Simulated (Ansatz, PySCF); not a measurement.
Gas-phase reaction in SMILES: CCF [fluoroethane] + C (CH4) -> CC (C2H6) [ethane] + CF (CH3F) [fluoromethane]
Geometries: B3LYP-D3(BJ)/def2-TZVP minima from Ansatz (a first-principles code). Frequencies are from Ansatz or PySCF.

Property: bond separation energy (enthalpy at 298 K, with B3LYP-D3(BJ) rigid-rotor harmonic-oscillator terms), in eV. Valence correlation only, unless marked. Spin-orbit coupling is left out. No relativistic terms. CBS marks a two-point X^-3 extrapolation of the correlation energy; Hartree-Fock from the larger set. The bracket is a focal-point correction in the basis named.

```csv
level,program,bond separation energy (eV)
SVWN5/def2-TZVPD,Ansatz,0.32
PBE/def2-TZVPD,Ansatz,0.28
PBE-D4/def2-TZVPD,Ansatz + dftd4,0.28
BLYP/def2-TZVPD,Ansatz,0.27
B97M-V/def2-TZVPD,Ansatz,0.30
B3LYP-D3(BJ)/def2-TZVPD,Ansatz + dftd3,0.27
B3LYP/def2-TZVPD,Ansatz,0.27
PBE0-D4/def2-TZVPD,Ansatz + dftd4,0.27
PBE0/def2-QZVPP,Ansatz,0.27
r2SCAN0-D4/def2-TZVPD,Ansatz + dftd4,…
B2GP-PLYP-D3(BJ)/def2-TZVPD,Ansatz + dftd3,0.28
SCS-MP2/6-31G,Ansatz,0.32
SCS-MP2/6-31G*,Ansatz,0.30
CCSD/cc-pVTZ,Ansatz,0.28
"RI-MP2/CBS(cc-pVTZ,cc-pVQZ)+[CCSD(T)-MP2]/cc-pVTZ",Ansatz,0.28
```

Question: Some entries are withheld; supply them.

Answer: 
- r2SCAN0-D4/def2-TZVPD, bond separation energy (eV): 0.29
